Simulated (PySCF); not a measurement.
PySCF input file for In(H)(SiH3)2 (H₇InSi₂), SMILES [SiH3][InH][SiH3], C-PCM-M06-2X/def2-SVP. Geometry optimised at PBE-D3(BJ)/def2-SVP. The structure was generated by enumeration; whether it is a known compound was not checked. The def2 effective core potentials stand for the cores of In; spin–orbit coupling is left out.

```python
import numpy as np
from pyscf import gto, scf, dft
from pyscf.solvent import pcm

mol = gto.M(
    atom='''
    In   -0.40283968   -0.29113344    0.00712283
    H    -1.82197935   -1.32625317    0.01211694
    Si    1.78880360   -1.18661707    1.09648657
    H     1.52817729   -1.75950191    2.46767862
    H     2.85463873   -0.13018972    1.23215904
    H     2.35769825   -2.29965325    0.24911830
    Si   -0.59064101    2.05422618   -1.11411401
    H    -1.66025286    2.87631468   -0.43686540
    H    -0.98645996    1.91687099   -2.56424846
    H     0.69304594    2.84142302   -1.06219365
    ''',
    basis='def2-SVP',
    ecp={'In': 'def2-svp'},
    charge=0,
    spin=0,
    max_memory=1600,
    verbose=3,
)
mf = dft.RKS(mol, xc='m06-2x').density_fit(auxbasis='def2-universal-jkfit')
mf.grids.level = 4
mf.conv_tol = 1e-9
mf.max_cycle = 100
mf.kernel()
res = {}
for name, eps in {'water': 78.355, 'cyclohexanone': 15.619, 'n-hexane': 1.8819}.items():
    s = mf.PCM()
    s.with_solvent.method, s.with_solvent.eps, s.with_solvent.lebedev_order = 'C-PCM', eps, 29
    s.kernel(mf.make_rdm1())
    res[name] = (s.e_tot, eps, s.dip_moment(), s.mo_energy, s.converged)
    print(f'{name}: electrostatic solvation free energy {(s.e_tot - mf.e_tot) * 627.509474:.3f} kcal/mol')
```

Program output:

```
converged SCF energy = -772.984567917148

WARN: PCM is an experimental feature. It is still in testing.
Features and APIs may be changed in the future.

converged SCF energy = -772.991448293643
Dipole moment(X, Y, Z, Debye): -0.21125, -0.13250,  0.04723
water: electrostatic solvation free energy -4.318 kcal/mol

WARN: PCM is an experimental feature. It is still in testing.
Features and APIs may be changed in the future.

converged SCF energy = -772.991030052003
Dipole moment(X, Y, Z, Debye): -0.20920, -0.13138,  0.04630
cyclohexanone: electrostatic solvation free energy -4.055 kcal/mol

WARN: PCM is an experimental feature. It is still in testing.
Features and APIs may be changed in the future.

converged SCF energy = -772.987555248311
Dipole moment(X, Y, Z, Debye): -0.18698, -0.11813,  0.03918
n-hexane: electrostatic solvation free energy -1.875 kcal/mol
```

Self-consistency was reached.

Cost: very roughly 90 core-seconds.
